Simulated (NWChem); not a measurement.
System: C3H7N; SMILES C/C=N\C

NWChem printed, in part:

```
             Northwest Computational Chemistry Package (NWChem) 7.3.0
             --------------------------------------------------------

                             Geometry "geometry" -> ""
                             -------------------------

 Output coordinates in angstroms (scale by  1.889725989 to convert to a.u.)

  No.       Tag          Charge          X              Y              Z
 ---- ---------------- ---------- -------------- -------------- --------------
    1 C                    6.0000     0.48230700    -1.52694500     0.15101200
    2 C                    6.0000    -0.65477200    -0.58054500    -0.10302300
    3 N                    7.0000    -0.66739200     0.68211300    -0.20671500
    4 C                    6.0000     0.51752600     1.48114600    -0.08580700
    5 H                    1.0000     1.45763100    -1.03695400     0.26375300
    6 H                    1.0000     0.55110400    -2.25340500    -0.67526100
    7 H                    1.0000     0.27972600    -2.11303200     1.06242300
    8 H                    1.0000    -1.63558900    -1.07671200    -0.21639900
    9 H                    1.0000     0.64170300     2.07392400    -1.00719200
   10 H                    1.0000     1.46458500     0.94309400     0.10572800
   11 H                    1.0000     0.37072300     2.21362700     0.72516300

 Effective nuclear repulsion energy (a.u.)     119.7722160181

                              NWChem Property Module
                              ----------------------

  itol2e modified to match energy
  convergence criterion.

                                 NWChem DFT Module
                                 -----------------

 Summary of "ao basis" -> "ao basis" (spherical)
 ------------------------------------------------------------------------------
       Tag                 Description            Shells   Functions and Types
 ---------------- ------------------------------  ------  ---------------------
 C                          def2-svp                 6       14   3s2p1d
 N                          def2-svp                 6       14   3s2p1d
 H                          def2-svp                 3        5   2s1p

  itol2e modified to match energy
  convergence criterion.

            General Information
            -------------------
          SCF calculation type: DFT
          Wavefunction type:  closed shell.
          No. of atoms     :    11
          No. of electrons :    32
           Alpha electrons :    16
            Beta electrons :    16
          Charge           :     0
          Spin multiplicity:     1
          Use of symmetry is: off; symmetry adaption is: off
          Maximum number of iterations: 150
          AO basis - number of functions:    91
                     number of shells:    45
          Convergence on energy requested:  1.00D-07
          Convergence on density requested:  1.00D-05
          Convergence on gradient requested:  5.00D-04

              XC Information
              --------------
                         PBE0 Method XC Functional
                     Hartree-Fock (Exact) Exchange  0.250
          PerdewBurkeErnzerhof Exchange Functional  0.750
            Perdew 1991 LDA Correlation Functional  1.000 local
           PerdewBurkeErnz. Correlation Functional  1.000 non-local

             Grid Information
             ----------------
          Grid used for XC integration:  fine
          Radial quadrature: Mura-Knowles
          Angular quadrature: Lebedev.
          Tag              B.-S. Rad. Rad. Pts. Rad. Cut. Ang. Pts.
          ---              ---------- --------- --------- ---------
          C                   0.70       70          11.0       590
          N                   0.65       70          10.0       590
          H                   0.35       60          12.0       590
          Grid pruning is: on
          Number of quadrature shells:   700
          Spatial weights used:  Erf1

      Superposition of Atomic Density Guess
      -------------------------------------

[...]

          -----------------------
          Electric field gradient
          -----------------------

 1 a.u. = 0.324123 10**(16) esu/cm**3  ( or statvolts/cm**2 ) = 0.97174 10**(22) v/m**2

 ------------------------------------------------------------
   Atom      X         Y         Z
 ------------------------------------------------------------
    1 C    0.91143  -2.88551   0.28537
 ------------------------------------------------------------

 Electric field gradient in molecular frame (a.u.)
         XX             YY             ZZ             XY             XZ             YZ
 ------------------------------------------------------------------------------------------
        0.010794       0.002840      -0.013633       0.014417       0.002712       0.000896

 Principal components (a.u.) and orientation
 of principal axis w.r.t. absolute frame                      Asymmetry parameter eta
 --------------------------------------------------------------------------------------
        0.021978      -0.013985      -0.007992                       0.272708

        0.794723      -0.154145      -0.587073
        0.602235       0.079645       0.794336
        0.075685       0.984833      -0.156128

 ------------------------------------------------------------
   Atom      X         Y         Z
 ------------------------------------------------------------
    2 C   -1.23734  -1.09707  -0.19469
 ------------------------------------------------------------

 Electric field gradient in molecular frame (a.u.)
         XX             YY             ZZ             XY             XZ             YZ
 ------------------------------------------------------------------------------------------
        0.132635       0.156115      -0.288750       0.042683       0.064399      -0.030174

 Principal components (a.u.) and orientation
 of principal axis w.r.t. absolute frame                      Asymmetry parameter eta
 --------------------------------------------------------------------------------------
       -0.301250       0.189177       0.112073                       0.255945

       -0.153987       0.627523       0.763219
        0.079346       0.777790      -0.623495
        0.984882       0.035452       0.169561

 ------------------------------------------------------------
   Atom      X         Y         Z
 ------------------------------------------------------------
    3 N   -1.26119   1.28901  -0.39063
 ------------------------------------------------------------

 Electric field gradient in molecular frame (a.u.)
         XX             YY             ZZ             XY             XZ             YZ
 ------------------------------------------------------------------------------------------
        0.576396       0.017103      -0.593499      -0.634114       0.241837      -0.152382

 Principal components (a.u.) and orientation
 of principal axis w.r.t. absolute frame                      Asymmetry parameter eta
 --------------------------------------------------------------------------------------
        1.039802      -0.643589      -0.396213                       0.237906

        0.825459      -0.153978       0.543055
       -0.537500       0.079370       0.839520
        0.172370       0.984881       0.017246

 ------------------------------------------------------------
   Atom      X         Y         Z
 ------------------------------------------------------------
    4 C    0.97798   2.79896  -0.16215
 ------------------------------------------------------------

 Electric field gradient in molecular frame (a.u.)
         XX             YY             ZZ             XY             XZ             YZ
 ------------------------------------------------------------------------------------------
       -0.090044       0.015902       0.074143      -0.097147      -0.018161      -0.010334

 Principal components (a.u.) and orientation
 of principal axis w.r.t. absolute frame                      Asymmetry parameter eta
 --------------------------------------------------------------------------------------
       -0.149672       0.076150       0.073522                       0.017555

        0.856226      -0.154414      -0.492984
        0.508172       0.080070       0.857526
        0.092941       0.984756      -0.147027

 ------------------------------------------------------------
   Atom      X         Y         Z
 ------------------------------------------------------------
    5 H    2.75452  -1.95956   0.49842
 ------------------------------------------------------------

 Electric field gradient in molecular frame (a.u.)
         XX             YY             ZZ             XY             XZ             YZ
 ------------------------------------------------------------------------------------------
       -0.208203       0.056998       0.151205      -0.181388      -0.042253      -0.020320

 Principal components (a.u.) and orientation
 of principal axis w.r.t. absolute frame                      Asymmetry parameter eta
 --------------------------------------------------------------------------------------
       -0.305105       0.156162       0.148943                       0.023661

        0.887106      -0.153710      -0.435220
        0.450112       0.079336       0.889441
        0.102188       0.984926      -0.139566

 ------------------------------------------------------------
   Atom      X         Y         Z
 ------------------------------------------------------------
    6 H    1.04144  -4.25832  -1.27606
 ------------------------------------------------------------

 Electric field gradient in molecular frame (a.u.)
         XX             YY             ZZ             XY             XZ             YZ
 ------------------------------------------------------------------------------------------
        0.145415      -0.043811      -0.101603       0.019315       0.019000      -0.221398

[...]
```

Level: PBE0/def2-SVP. Geometry: optimised at PBE0/def2-SVP. NWChem prints the field gradient with the sign opposite to the second derivative of the potential.

**Question.** Which NWChem input produces such a log?

**Answer.** Several could match; the one computed here: the input that was run:
```
start job
memory heap 200 mb stack 900 mb global 1100 mb
geometry units angstroms noautosym nocenter noautoz
  C      0.482307    -1.526945     0.151012
  C     -0.654772    -0.580545    -0.103023
  N     -0.667392     0.682113    -0.206715
  C      0.517526     1.481146    -0.085807
  H      1.457631    -1.036954     0.263753
  H      0.551104    -2.253405    -0.675261
  H      0.279726    -2.113032     1.062423
  H     -1.635589    -1.076712    -0.216399
  H      0.641703     2.073924    -1.007192
  H      1.464585     0.943094     0.105728
  H      0.370723     2.213627     0.725163
end
basis spherical
  C library def2-svp
  N library def2-svp
  H library def2-svp
end
dft
  xc pbe0
  iterations 150
end
property
  efieldgrad
end
task dft property
```
